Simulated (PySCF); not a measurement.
## Orbital energies and ionisation energy

Methyl selenocyanate, C2H3NSe.
Geometry (PBE0-D3(BJ)/def2-SVP, Å), atoms numbered from 1 in this order:
```xyz
7
C2H3NSe angstrom
C     -1.0228   -0.0081    0.0836
Se     0.4521   -1.2675    0.2786
C      1.8007   -0.0320    0.1906
N      2.6835    0.7222    0.1385
H     -0.9646    0.4922   -0.8902
H     -1.9360   -0.6155    0.1397
H     -1.0062    0.7186    0.9044
```

Level: wB97X-D/def2-SVPD (PySCF). Frontier orbitals with their largest atomic shares (Löwdin; up to four atoms above 4 %):

```csv
orbital,ε (eV),main atoms
HOMO−3,-12.48,"C3 41 %, N4 41 %, Se2 13 %"
HOMO−2,-12.35,"N4 67 %, C3 18 %, Se2 10 %"
HOMO−1,-11.39,"N4 32 %, C3 27 %, Se2 25 %, C1 13 %"
HOMO,-9.20,?
LUMO,0.59,"Se2 51 %, C3 15 %, C1 15 %, N4 12 %"
LUMO+1,1.44,"Se2 62 %, C3 16 %, C1 12 %, N4 4 %"
LUMO+2,2.10,"Se2 66 %, C3 9 %, C1 8 %, H7 6 %"
```

Problem. What vertical ionisation energy does ΔSCF give, and how far is −ε(HOMO) from it?

Solution. ΔSCF: 9.66 eV (932 kJ/mol; threshold wavelength 128 nm); ⟨S²⟩ of the doublet left behind is 0.766, against 0.75 for a pure doublet. −ε(HOMO) is 9.20 eV, 0.46 eV below it. In exact Kohn–Sham theory the two would be equal; wB97X-D (range-separated hybrid) falls short of its own ΔSCF value by 5 %.

Problem. On which atoms does the HOMO lie?

Solution. Se2 (selenium bonded to 2 C) 61 %, C3 (cyano carbon) 14 %, N4 (cyano nitrogen) 13 %, C1 (sp3 carbon bound to selenium) 8 %, so more than half of it is on one atom. The HOMO−1 lies 2.19 eV lower.

Problem. Shift the occupied levels rigidly so that −ε(HOMO) equals the ΔSCF value. What binding energies result?

Solution. The shift is +0.46 eV: HOMO 9.66, HOMO−1 11.85, HOMO−2 12.81, HOMO−3 12.94 eV. A rigid shift is only a rough guide to the deeper ionisations.

Problem. How many of the 10 lowest singlet excitations (vertical TDDFT, same level) lie below the ionisation energy?

Solution. All 10; they run from 4.69 to 8.10 eV.

Problem. With α = 55.5 au, estimate the like-pair dispersion coefficient by London's formula C6 = (3/4)α²I.

Solution. I = 0.3552 Eh, so C6 ≈ 821 au, a rough estimate.

Problem. What total energies stand behind the ΔSCF value?

Solution. E(N) = -2533.91537 Eh and E(N − 1) = -2533.56021 Eh at the same geometry, 0.35516 Eh apart.

Isolated species at its PBE0-D3(BJ)/def2-SVP geometry, gas phase. The calculation is non-relativistic, for selenium too.

wB97X-D is run here without its empirical dispersion term; that term would change no orbital, density or response property at a fixed geometry.
